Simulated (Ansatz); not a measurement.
Cost and result for the atomization energy of BH6NSi2, SMILES `B1N[SiH2][SiH2]1` (10 atoms, 10 bonds).

Cartesian coordinates in Å:
```
B -0.3475 0.9122 0.9571
N 0.5875 1.1237 -0.0698
Si 0.6734 -0.3598 -1.0380
Si -0.9158 -1.0069 0.5426
H -0.6238 1.7391 1.7766
H 1.0971 1.9883 -0.1946
H 2.0496 -0.9329 -1.0428
H 0.3032 -0.1088 -2.4601
H -2.2955 -1.2612 0.0467
H -0.5281 -2.0935 1.4824
```

The species carries charge 0 and has multiplicity 1. All single points use the PBE0-D4/def2-TZVP geometry. Program: Ansatz. All runs use 2 threads of an Arm Neoverse V1 on a shared host. Times are those of one run each, without the atoms' runs, and a repeat can differ threefold. Electronic energies, without spin–orbit coupling; frozen cores. CCSD(T)/CBS adds CCSD(T) − MP2 in def2-TZVPP to the MP2 limit, and its time is that of the two runs behind it. T1 = 0.015.

CCSD(T)/CBS is a level of theory with its own doubt, some kJ/mol a heavy atom from the limit and from the frozen cores, so smaller differences don't rank the functionals.

```tsv
level	functions	wall time	atomization (kJ/mol)	difference from CCSD(T)/CBS	per bond
LDA (SPW92)/def2-TZVPP	230	1.9 s	3743.5	420.6	42.1
CCSD(T)/def2-SVP	94	3.7 s	3105.2	-217.7	-21.8
BLYP-D4/def2-TZVPP	230	4 s	3315.0	-7.9	-0.8
PBE-D4/def2-TZVPP (with forces)	230	4 s	3356.2	33.3	3.3
PBE0-D4/def2-TZVPP	230	4.2 s	3324.1	1.2	0.1
BHLYP-D4/def2-TZVPP	230	4.7 s	3278.1	-44.8	-4.5
r2SCAN-D4/def2-TZVPP (with forces)	230	8 s	3335.2	12.3	1.2
r2SCANh-D4/def2-TZVPP	230	8 s	3320.5	-2.4	-0.2
PBE-QIDH/def2-TZVPP	230	8.5 s	3301.6	-21.3	-2.1
ωB97M-V/def2-TZVPP (with forces)	230	19 s	3343.6	20.7	2.1
MP2/def2-QZVPP	434	30 s	3301.6	-21.3	-2.1
CCSD(T)/def2-TZVPP	230	100 s	3230.0	-92.9	-9.3
CCSD(T)/CBS(def2)	–	2.2 min	3322.9	0.0	0.0
```

From BLYP to BHLYP (50 % exact exchange), in def2-TZVPP and without D4, the atomization energy moves by −17.5 kJ/mol: exact exchange takes away binding that semilocal exchange gives to molecules. In def2-TZVPP, CCSD(T) changes the Hartree–Fock value by +769.2 kJ/mol (the triples alone add +44.1 kJ/mol) and MP2 by +785.5 kJ/mol; breaking electron pairs costs correlation energy, which Hartree–Fock lacks. The D4 term adds +36.8 kJ/mol with B3LYP and +19.1 kJ/mol with PBE0; it sums over pairs of atoms, weighted by their polarisabilities, and B3LYP, whose exchange is more repulsive, gets the larger term.

B3LYP here is the variant with VWN-RPA as its local correlation; programs differ in this.
